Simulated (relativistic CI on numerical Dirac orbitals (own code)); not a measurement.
**Crystal-field levels of Ru6+, 4d2**

Calculated by Dirac-Coulomb-Breit CI, separate exchange-only KLI orbitals for each configuration, model QED, valence Slater integrals scaled by 0.8, one configuration in a parametric crystal field (own radial code).

Field parameters in Wybourne normalisation: D3d B²₀ = −7Dσ, B⁴₀ = −14Dq − 21Dτ, B⁴₃ = −14√(10/7) Dq; D4h B²₀ = −7Ds, B⁴₀ = 21(Dq − Dt), B⁴₄ = 21√(5/14) Dq; Oh B⁴₀ = 21Dq, B⁴₄ = √(5/14) B⁴₀; Td as Oh with Dq negative (B⁴₀ = 21Dq, B⁴₄ = √(5/14) B⁴₀). The field is a parameter set, without covalency.

S and J are read from ⟨S²⟩ = S(S + 1) and ⟨J²⟩ = J(J + 1) of each level; they are not fictitious spins.

Td, 10Dq = -18850 cm⁻¹, the lowest 10 levels:

```tsv
E (cm⁻¹)	Degeneracy	Irrep	S	J
0.0	3	T2	1.00	3.09
12621	2	E	0.20	2.81
18415	1	A2	1.00	3.00
18729	3	T2	1.00	3.17
19357	3	T1	1.00	3.29
19735	2	E	0.93	3.02
22937	1	A1	0.27	3.40
27064	3	T2	1.00	2.66
27385	2	E	0.99	2.94
27509	3	T1	0.99	2.69
```

Td, 10Dq = -10400 cm⁻¹, the lowest 16 levels:

```
E (cm⁻¹)  Degeneracy  Irrep     S     J
     0.0           3     T2  1.00  2.94
    9106           2      E  0.84  2.60
   10213           1     A2  1.00  3.00
   10557           3     T2  0.99  3.21
   11068           3     T1  1.00  3.24
   14495           2      E  0.44  2.95
   16688           3     T2  1.00  3.00
   17387           2      E  0.94  3.29
   17688           1     A1  0.91  3.14
   18025           3     T1  0.99  3.29
   22882           3     T2  0.28  2.43
   23199           1     A1  0.21  3.72
   26821           1     A1  0.99  2.32
   26870           3     T1  0.79  2.63
   28195           2      E  0.99  2.25
   28367           3     T1  0.44  3.61
```

D4h, 10Dq = 24900, Ds = 1930, Dt = -390 cm⁻¹, the lowest 16 levels:

| E (cm⁻¹) | Degeneracy | Irrep | S | J |
| --- | --- | --- | --- | --- |
| 0.0 | 1 | A1 | 1.00 | 2.82 |
| 224 | 2 | E | 1.00 | 2.95 |
| 6353 | 1 | B1 | 0.96 | 2.67 |
| 6599 | 1 | B2 | 0.98 | 2.72 |
| 7873 | 2 | E | 1.00 | 3.19 |
| 8745 | 1 | A2 | 1.00 | 3.41 |
| 8887 | 1 | A1 | 1.00 | 3.54 |
| 12494 | 1 | B2 | 0.10 | 3.14 |
| 12899 | 1 | B1 | 0.11 | 3.14 |
| 19186 | 1 | A1 | 0.04 | 3.12 |
| 19936 | 2 | E | 0.07 | 3.05 |
| 28849 | 1 | B1 | 1.00 | 3.11 |
| 29063 | 1 | B2 | 0.99 | 3.10 |
| 29094 | 2 | E | 0.99 | 3.12 |
| 29189 | 1 | A2 | 1.00 | 3.16 |
| 29257 | 1 | A1 | 1.00 | 3.26 |

Oh, 10Dq = 37650 cm⁻¹, the lowest 10 levels:

```
E (cm⁻¹)  Degeneracy  Irrep     S     J
     0.0           2      E  0.99  2.65
    88.4           3     T2  0.99  2.72
    2087           3     T1  1.00  3.38
    2916           1     A1  1.00  3.67
   13257           3     T2  0.03  3.14
   13477           2      E  0.03  3.19
   29105           1     A1  0.03  2.91
   36173           1     A2  1.00  3.00
   36603           3     T2  1.00  3.07
   37305           3     T1  1.00  3.42
```

D3d, 10Dq = 33550, Dσ = -680, Dτ = 470 cm⁻¹, the lowest 16 levels:

| E (cm⁻¹) | Degeneracy | Irrep | S | J |
| --- | --- | --- | --- | --- |
| 0.0 | 2 | E | 1.00 | 2.68 |
| 674 | 2 | E | 0.99 | 2.82 |
| 1246 | 1 | A1 | 0.99 | 2.89 |
| 2239 | 1 | A2 | 1.00 | 3.44 |
| 3497 | 2 | E | 1.00 | 3.22 |
| 3920 | 1 | A1 | 0.99 | 3.53 |
| 13022 | 1 | A1 | 0.04 | 3.05 |
| 13654 | 2 | E | 0.03 | 3.12 |
| 14935 | 2 | E | 0.03 | 3.24 |
| 29674 | 1 | A1 | 0.04 | 2.91 |
| 34759 | 1 | A2 | 1.00 | 3.01 |
| 35049 | 1 | A1 | 0.99 | 3.05 |
| 35276 | 2 | E | 0.99 | 3.11 |
| 35867 | 2 | E | 1.00 | 3.44 |
| 36085 | 2 | E | 1.00 | 3.39 |
| 36120 | 1 | A2 | 1.00 | 3.40 |

The free-ion ground term has S = 1. Every field shown keeps that spin.

Levels of this model without a field, named by their leading LS term (the scale mimics covalency, so terms lie below those of the real free ion): ³F2 0, ³F3 2737, ³F4 5676, ¹D2 13411, ³P0 13976, ³P1 15186, ³P2 18195, ¹G4 20427 cm⁻¹.
